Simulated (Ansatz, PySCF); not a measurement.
2-methylidenecyclopent-3-en-1-one (C₆H₆O), SMILES C1CC(C(C=1)=C)=O. Atoms are numbered in the order given.

```xyz
13

C     -0.9121     1.9408     0.0000
C     -0.5862     0.6403     0.0000
C     -1.4227    -0.5544     0.0000
C     -0.6694    -1.6712     0.0000
C      0.7969    -1.3660     0.0000
C      0.8397     0.1605     0.0000
O      1.8264     0.8497     0.0000
H     -0.1130     2.6876     0.0000
H     -1.9498     2.2829     0.0000
H     -2.5140    -0.5308     0.0000
H     -1.0676    -2.6879     0.0000
H      1.3314    -1.7597     0.8821
H      1.3314    -1.7597    -0.8821
```
Charge 0, spin multiplicity 1.

Geometry: PBE0-D3(BJ)/def2-SVP. One conformer was computed; it need not be the lowest.

Two levels are set side by side: PBE-D3(BJ)/def2-SVP (Ansatz, a first-principles code) and PBE0-D3(BJ)/def2-SVP (Ansatz). Each level has its own optimised geometry; the coordinates shown are those of the second. Frequencies come from the Hessian of PySCF at each geometry. Differences are taken from unrounded values.

```csv
quantity,PBE0-D3(BJ),PBE-D3(BJ),PBE-D3(BJ) minus PBE0-D3(BJ)
mean bond length (Å),1.266,1.275,0.009
bond C1–C2 (Å),1.341,1.354,0.013
bond C2–C3 (Å),1.458,1.461,0.003
bond C2–C6 (Å),1.505,1.514,0.010
bond C3–C4 (Å),1.347,1.360,0.013
bond C4–C5 (Å),1.498,1.504,0.006
bond C5–C6 (Å),1.527,1.540,0.013
bond C6–O7 (Å),1.204,1.217,0.014
bond C1–H8 (Å),1.094,1.102,0.008
bond C1–H9 (Å),1.093,1.101,0.008
bond C3–H10 (Å),1.092,1.100,0.008
bond C4–H11 (Å),1.092,1.100,0.008
bond C5–H12 (Å),1.104,1.113,0.009
bond C5–H13 (Å),1.104,1.113,0.009
highest harmonic wavenumber (cm⁻¹),3278,3183,-95
mean harmonic wavenumber (cm⁻¹),1370,1320,-50
zero-point energy (kcal/mol),64.64,62.29,-2.35
```

GGA bonds tend to be longer and softer than those of functionals with exact exchange. Differences between two approximate levels are no errors against the true value.
